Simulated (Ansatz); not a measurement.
```yaml
crystal:
  periodic: [false, false, false]
  atoms:
    - {symbol: N, position_ang: [-0.941414, -0.203436, 1.305224]}
    - {symbol: Si, position_ang: [-0.723326, -0.133741, 0.116996]}
    - {symbol: O, position_ang: [-0.458004, -1.085781, -0.416861]}
    - {symbol: N, position_ang: [0.272932, 0.533332, 0.028081]}
    - {symbol: Si, position_ang: [1.103968, 0.406027, -0.843812]}
    - {symbol: H, position_ang: [-0.431627, -0.390049, 1.767234]}
    - {symbol: H, position_ang: [-1.575977, -0.434720, 1.319621]}
    - {symbol: H, position_ang: [-1.583985, 0.216200, -0.290800]}
    - {symbol: H, position_ang: [-0.003124, -1.255290, -0.327097]}
    - {symbol: H, position_ang: [0.329570, 1.081923, 0.406529]}
    - {symbol: H, position_ang: [1.562355, -0.396164, -0.741095]}
    - {symbol: H, position_ang: [1.827139, 1.023480, -0.548432]}
    - {symbol: H, position_ang: [0.610883, 0.556048, -1.792630]}
basis:
  gaussian: {orbitals: def2-TZVP}
magnetization: {spin_polarized: true, initial_magnetization: 0}
hamiltonian: {xc: {name: B2PLYP}}
scf: {lower_state_search: light}
output: {forces: true}
```

```sh
$ ansatz run in.yaml --threads 4 --pin off --events-out ev --progress --plain --max-ram 10444MiB
```

It prints (some lines left out):

```
Functional definition: B2PLYP
1396 factors; integrals over basis functions are off by at most 1.1e-3 eV
mean field evaluation 1: about -20771.1525 eV, gradient 9.7e1 eV
mean field evaluation 2: about -20771.4265 eV, gradient 9.7e1 eV
mean field evaluation 4: about -20796.7704 eV, gradient 9.1e0 eV
mean field evaluation 8: about -20797.0692 eV, gradient 3.4e-1 eV
mean field evaluation 16: about -20797.0697 eV, gradient 7.4e-5 eV
mean field -20797.06970430 eV, -764.2782148727 hartree, gradient 4.1e-6 eV, S^2 0.000000; 0 other end points of the search recorded, 0 dependent functions left out
13 core orbitals not correlated: weight in the atoms' cores, before any rotation towards them, 0.997 or more for the frozen orbitals, at most 0.001 for the correlated occupied ones
reference -20797.06985332 eV, -764.2782203492 hartree; 16, 16 occupied and 186, 186 virtual orbitals, 1396 factors
second order -27.38195319 eV of doubles, -0.00000000 eV of singles
Total energy: -20804.46298068 eV, -764.5499127685 hartree
Atom 0 at    -0.941414    -0.203436     1.305224 Å, force     6.060333    21.000666    31.376498 eV/Å
Atom 1 at    -0.723326    -0.133741     0.116996 Å, force   -35.689863    31.666269    -1.041689 eV/Å
Atom 2 at    -0.458004    -1.085781    -0.416861 Å, force  -139.988730   -11.772280   -69.643108 eV/Å
Atom 3 at     0.272932     0.533332     0.028081 Å, force     6.519096     2.521616     6.352132 eV/Å
Atom 4 at     1.103968     0.406027    -0.843812 Å, force     9.162370     9.051493   -35.170939 eV/Å
Atom 5 at    -0.431627    -0.390049     1.767234 Å, force    25.221482    -9.433855    25.694947 eV/Å
Atom 6 at    -1.575977    -0.434720     1.319621 Å, force   -46.164865   -17.017378     4.538953 eV/Å
Atom 7 at    -1.583985     0.216200    -0.290800 Å, force   -23.102373     9.921053   -11.388744 eV/Å
Atom 8 at    -0.003124    -1.255290    -0.327097 Å, force   159.054841   -63.656246    28.822238 eV/Å
Atom 9 at     0.329570     1.081923     0.406529 Å, force     4.144386    41.301770    29.187307 eV/Å
Atom 10 at     1.562355    -0.396164    -0.741095 Å, force    19.847352   -35.340988     2.846885 eV/Å
Atom 11 at     1.827139     1.023480    -0.548432 Å, force    22.397192    19.112729     6.769736 eV/Å
Atom 12 at     0.610883     0.556048    -1.792630 Å, force    -7.461220     2.645152   -18.344217 eV/Å
Dipole moment:     0.078163    -0.122126     0.395387 e Å
```

(1) What is wrong with this run?

## Answers

(1) The geometry is squeezed to about two thirds of its size. The calculation finished and met its thresholds. The result belongs to that input, not to the molecule as meant.
